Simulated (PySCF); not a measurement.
Job file and geometry (Å, from GFN2-xTB) of an NMR shielding run on `C1C(OCF)=CBCC1`, C6H10BFO, GIAO PBE0/pcSseg-1 NMR shielding, non-relativistic, gas phase (PySCF 2.14.0, density-fitted response routines); density fitting, a coarse starting grid and PySCF grid level 2 are the driver's defaults:

```
$ OMP_NUM_THREADS=1 python probes_run.py task.json out

{"job": {"kind": "nmr", "xc": "PBE0", "basis": "pcSseg-1"}, "charge": 0, "multiplicity": 1}
F      2.897637     1.828305    -0.440017
C      2.952943     0.468755    -0.262362
O      1.876237    -0.162960    -0.826948
C      0.639125    -0.066613    -0.228312
C      0.323669     0.694173     0.831730
B     -1.080970     0.633475     1.431780
C     -2.158517    -0.212345     0.646320
C     -1.764612    -0.440302    -0.814360
C     -0.339862    -0.979435    -0.905085
H      3.848307     0.115806    -0.787184
H      3.029495     0.301133     0.823716
H      1.084360     1.336497     1.255966
H     -1.331520     1.154286     2.450779
H     -3.157301     0.225630     0.690878
H     -2.241957    -1.186125     1.142820
H     -2.447204    -1.141057    -1.301174
H     -1.819304     0.509513    -1.350693
H     -0.287800    -1.960602    -0.420761
H     -0.032529    -1.108883    -1.944555
```

**Question.** What does the program print?

**Answer.** 
```
coarse grid: 15976 points
cycle   1  E = -433.8330623724  dE =  1.278e+00  |g| = 7.581e-01  |ddm| = 3.829e+00
cycle   2  E = -433.7478966502  dE =  8.517e-02  |g| = 1.018e+00  |ddm| = 1.197e+00
cycle   3  E = -433.9479732356  dE = -2.001e-01  |g| = 1.138e-01  |ddm| = 7.162e-01
cycle   4  E = -433.9501404471  dE = -2.167e-03  |g| = 6.537e-02  |ddm| = 1.512e-01
cycle   5  E = -433.9510674172  dE = -9.270e-04  |g| = 1.276e-02  |ddm| = 5.772e-02
cycle   6  E = -433.9510968598  dE = -2.944e-05  |g| = 5.001e-03  |ddm| = 1.322e-02
cycle   7  E = -433.9511023923  dE = -5.533e-06  |g| = 6.412e-04  |ddm| = 4.834e-03
final grid: 154992 points
cycle   8  E = -434.0207700412  dE = -5.363e-05  |g| = 1.224e-02  |ddm| = 3.997e-02
cycle   9  E = -434.0207377618  dE =  3.228e-05  |g| = 1.804e-02  |ddm| = 2.126e-02
cycle  10  E = -434.0208004234  dE = -6.266e-05  |g| = 1.867e-03  |ddm| = 1.315e-02
cycle  11  E = -434.0208011468  dE = -7.234e-07  |g| = 4.709e-04  |ddm| = 1.830e-03
cycle  12  E = -434.0208011880  dE = -4.120e-08  |g| = 1.717e-04  |ddm| = 4.939e-04
cycle  13  E = -434.0208011943  dE = -6.294e-09  |g| = 4.535e-05  |ddm| = 1.590e-04
cycle  14  E = -434.0208011948  dE = -4.374e-10  |g| = 1.415e-05  |ddm| = 4.317e-05
converged SCF energy = -434.0208011948

GIAO shielding tensors (ppm)
atom      isotropic    diamagn.    paramagn.     s11        s22        s33       span
  0 F      344.384     474.138    -129.755    234.295    350.257    448.598    214.303
  1 C       86.038     237.666    -151.629     59.819     82.072    116.221     56.402
  2 O      131.252     399.408    -268.156     51.352     91.959    250.445    199.092
  3 C       -4.633     257.348    -261.981   -119.099     14.661     90.540    209.638
  4 C       77.642     258.422    -180.780     -9.518     56.922    185.521    195.040
  5 B       31.541     189.920    -158.379    -32.001     -1.023    127.647    159.648
  6 C      161.481     251.527     -90.046    143.728    158.296    182.419     38.691
  7 C      158.553     247.512     -88.959    145.854    160.244    169.562     23.707
  8 C      150.649     249.005     -98.356    142.746    147.048    162.153     19.407
  9 H       25.734      26.036      -0.302     20.929     25.950     30.322      9.393
 10 H       25.662      28.568      -2.907     22.765     25.577     28.642      5.877
 11 H       25.528      32.818      -7.290     22.823     24.455     29.307      6.485
 12 H       24.597      29.850      -5.252     20.748     26.240     26.803      6.054
 13 H       29.882      29.170       0.712     25.208     27.993     36.446     11.238
 14 H       30.934      30.141       0.793     26.282     29.458     37.062     10.781
 15 H       29.800      29.749       0.051     24.261     28.329     36.811     12.550
 16 H       30.082      31.344      -1.262     25.806     28.996     35.445      9.638
 17 H       29.287      30.904      -1.617     25.659     28.146     34.055      8.396
 18 H       29.319      31.120      -1.801     24.417     29.256     34.284      9.866
```

Size and cost of the density-fitted run: 203 basis functions, 67 s wall time on 1 thread of an Arm Neoverse N1, shared host; peak memory 0.9 GiB.
